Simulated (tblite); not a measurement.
A geometry optimisation, step by step.

C6H12B2O2.
Numbering: `[CH3:1][B:2]([CH3:3])[CH2:4][C:5]#[C:6][CH2:7][B:8]([OH:9])[OH:10]` (hydrogens: H11, H12, H13 on C1; H14, H15, H16 on C3; H17, H18 on C4; H19, H20 on C7; H21 on O9; H22 on O10)

Computed with GFN2-xTB (tblite), gas phase: L-BFGS steps from a force-field or distance-geometry start until the largest atomic force falls under 0.01 eV/Å. 4 of its 266 geometries are shown.

Step 0: E = -802.2292 eV, largest atomic force 4.109 eV/Å
```
atom  x, y, z in Å  |  force x, y, z in eV/Å
C1     -2.537   -1.431   -0.218   -0.372   0.423   0.316
B2     -2.018    0.086   -0.182   -1.819  -0.390   1.396
C3     -3.050    1.160   -0.724   -0.842  -0.039  -0.141
C4     -1.266    0.520    1.156    0.519  -0.544   0.074
C5      0.176    0.350    0.964    1.688  -0.155   0.166
C6      1.377    0.220    0.800   -1.459   0.174   0.703
C7      2.833    0.071    0.640   -0.445  -0.084   0.942
B8      3.139   -0.015   -0.888    3.645  -1.285  -1.396
O9      4.118    0.912   -1.457   -0.583  -1.243   1.011
O10     3.158   -1.386   -1.460    0.768   1.212   0.966
H11    -3.600   -1.374    0.157    0.992  -0.132  -0.347
H12    -2.005   -2.094    0.487   -0.176   0.106  -0.844
H13    -2.611   -1.807   -1.240    0.176  -0.371   0.339
H14    -4.077    0.708   -0.846    1.047   0.457  -0.017
H15    -3.176    2.004   -0.004    0.220  -0.438  -0.897
H16    -2.758    1.513   -1.714   -0.150   0.340   0.199
H17    -1.643   -0.176    1.978    0.650   0.979  -0.726
H18    -1.480    1.573    1.409    0.229  -0.454   0.178
H19     3.191   -0.888    1.091   -0.591   0.513  -0.086
H20     3.404    0.863    1.172   -0.616  -0.140  -0.279
H21     4.875    1.087   -0.848   -1.350   0.115  -0.718
H22     3.940   -1.879   -1.073   -1.530   0.956  -0.839
```

Step 88: E = -804.7304 eV, largest atomic force 0.025 eV/Å
```
atom  x, y, z in Å  |  force x, y, z in eV/Å
C1     -1.942   -1.383   -0.263    0.001   0.008   0.003
B2     -2.021    0.158    0.055   -0.003   0.009  -0.007
C3     -2.822    1.137   -0.883   -0.011  -0.001  -0.003
C4     -1.261    0.735    1.332   -0.010   0.000  -0.004
C5      0.160    0.443    1.232   -0.009   0.005   0.001
C6      1.329    0.196    1.126   -0.009  -0.014  -0.004
C7      2.733   -0.133    0.936   -0.004  -0.003   0.001
B8      2.960   -0.395   -0.634    0.011  -0.001  -0.004
O9      3.370    0.569   -1.505   -0.015  -0.020   0.002
O10     2.690   -1.619   -1.125    0.007  -0.004  -0.006
H11    -2.677   -1.914    0.344    0.008   0.009   0.002
H12    -0.973   -1.812   -0.013    0.002   0.012   0.006
H13    -2.165   -1.624   -1.300    0.005   0.002   0.002
H14    -3.607    0.648   -1.456   -0.008   0.001  -0.013
H15    -3.259    1.988   -0.364    0.002  -0.005   0.007
H16    -2.121    1.552   -1.610   -0.001  -0.007   0.005
H17    -1.637    0.259    2.244    0.006   0.002   0.001
H18    -1.387    1.814    1.455    0.003  -0.003   0.009
H19     2.958   -1.027    1.520    0.004  -0.009   0.000
H20     3.347    0.686    1.323    0.008  -0.001  -0.013
H21     3.534    1.435   -1.139   -0.007   0.016   0.005
H22     2.780   -1.694   -2.076    0.020   0.006   0.011
```

Step 177: E = -804.8352 eV, largest atomic force 0.067 eV/Å
```
atom  x, y, z in Å  |  force x, y, z in eV/Å
C1     -1.866   -1.192   -0.348    0.002  -0.010   0.015
B2     -2.005    0.337   -0.004   -0.001  -0.007   0.000
C3     -3.086    1.225   -0.729   -0.009   0.014  -0.009
C4     -1.072    1.014    1.093    0.018  -0.004  -0.005
C5      0.272    0.466    1.135    0.000   0.010  -0.001
C6      1.383    0.013    1.158   -0.012   0.002   0.009
C7      2.724   -0.518    0.996   -0.019   0.003   0.026
B8      3.108   -0.564   -0.567    0.022  -0.037   0.001
O9      2.288   -0.037   -1.512    0.026  -0.029  -0.055
O10     4.268   -1.138   -0.949   -0.001   0.033   0.022
H11    -2.587   -1.743    0.259    0.009  -0.004  -0.014
H12    -0.886   -1.608   -0.121   -0.003   0.012  -0.001
H13    -2.106   -1.423   -1.384    0.008   0.009   0.016
H14    -3.843    0.652   -1.260   -0.005   0.017   0.013
H15    -3.592    1.916   -0.056    0.009  -0.006  -0.008
H16    -2.580    1.846   -1.470   -0.024  -0.007   0.002
H17    -1.540    0.867    2.075    0.012  -0.009  -0.030
H18    -0.994    2.097    0.952   -0.022   0.010   0.028
H19     2.780   -1.512    1.445    0.011  -0.010  -0.015
H20     3.432    0.112    1.540    0.013  -0.001   0.005
H21     1.470    0.325   -1.162   -0.018   0.018  -0.008
H22     4.424   -1.113   -1.894   -0.015  -0.003   0.010
```

Step 265: E = -804.8568 eV, largest atomic force 0.010 eV/Å
```
atom  x, y, z in Å  |  force x, y, z in eV/Å
C1     -1.690   -1.019   -0.627   -0.003   0.003   0.000
B2     -2.008    0.404   -0.029   -0.001   0.004   0.000
C3     -3.288    1.189   -0.513   -0.006  -0.003   0.002
C4     -1.077    1.056    1.079    0.004   0.002   0.002
C5      0.284    0.552    1.113    0.005   0.001  -0.003
C6      1.405    0.125    1.142   -0.005  -0.002   0.000
C7      2.750   -0.407    1.030    0.000   0.002  -0.001
B8      3.128   -0.702   -0.508   -0.001  -0.002   0.003
O9      2.252   -0.489   -1.525    0.007  -0.002   0.005
O10     4.356   -1.181   -0.795   -0.002   0.004   0.002
H11    -2.370   -1.748   -0.186   -0.002  -0.001   0.003
H12    -0.680   -1.367   -0.424    0.000  -0.002  -0.005
H13    -1.861   -1.068   -1.701    0.004  -0.001  -0.002
H14    -4.143    0.538   -0.681    0.003   0.001  -0.005
H15    -3.598    1.990    0.155   -0.002  -0.004   0.003
H16    -3.071    1.651   -1.477    0.001   0.005   0.006
H17    -1.544    0.850    2.051    0.000   0.000  -0.001
H18    -1.045    2.147    0.994    0.002  -0.003  -0.004
H19     2.824   -1.326    1.617    0.005   0.008  -0.002
H20     3.461    0.299    1.466   -0.005  -0.006  -0.005
H21     1.399   -0.146   -1.253   -0.003   0.000   0.001
H22     4.505   -1.329   -1.730    0.000  -0.003   0.002
```

Question: Summarise the path.

Answer: The energy falls by 2.6276 eV from step 0 to step 265; nine tenths of that is first reached at step 33. It rises by more than 0.2 meV at steps 2, 133 and 145. The largest force goes from 4.109 to 0.010 eV/Å. Among the bonds B8–O10 changes most, from 1.486 to 1.349 Å; the atoms move by 1.246 Å rms after alignment.

Question: Follow the three bonds and two angles with the largest change from start to end.

Answer: 
```tsv
step	E above end (eV)	largest force (eV/Å)	B8–O10 (Å)	B8–O9 (Å)	C7–B8 (Å)	H12–C1–H13 (°)	B2–C4–C5 (°)
0	2.6276	4.109	1.486	1.463	1.561	115.0	108.8
12	0.8523	0.526	1.374	1.349	1.641	106.4	116.6
23	0.6502	1.726	1.353	1.373	1.614	106.0	118.6
35	0.2415	0.205	1.344	1.363	1.603	107.5	114.3
46	0.2245	0.083	1.346	1.364	1.605	108.0	115.5
58	0.1889	0.174	1.349	1.365	1.614	108.5	113.1
69	0.1454	0.124	1.347	1.364	1.612	108.5	111.1
81	0.1281	0.047	1.346	1.362	1.606	108.3	109.9
92	0.1258	0.036	1.346	1.362	1.608	108.5	109.6
104	0.1223	0.042	1.346	1.362	1.607	108.3	109.0
115	0.1176	0.067	1.347	1.362	1.606	108.4	108.6
127	0.1079	0.077	1.349	1.361	1.610	108.3	109.1
138	0.0900	0.088	1.348	1.362	1.608	108.5	111.4
150	0.0571	0.089	1.349	1.360	1.607	108.2	114.7
161	0.0429	0.109	1.348	1.359	1.610	108.5	113.4
173	0.0245	0.048	1.349	1.359	1.612	108.4	113.5
184	0.0184	0.067	1.350	1.359	1.612	108.3	114.5
196	0.0112	0.045	1.348	1.359	1.610	108.5	114.2
207	0.0096	0.021	1.349	1.359	1.610	108.5	114.4
219	0.0090	0.018	1.349	1.359	1.609	108.4	114.5
230	0.0076	0.047	1.348	1.359	1.609	108.3	114.6
242	0.0034	0.025	1.348	1.359	1.611	108.2	115.4
253	0.0011	0.042	1.349	1.359	1.610	108.5	115.3
265	0.0000	0.010	1.349	1.359	1.611	108.4	115.0
```

The cost below is that of the whole relaxation. Hardware: Arm Neoverse N1, one thread, no GPU (shared host). Cost: 3.7 s.
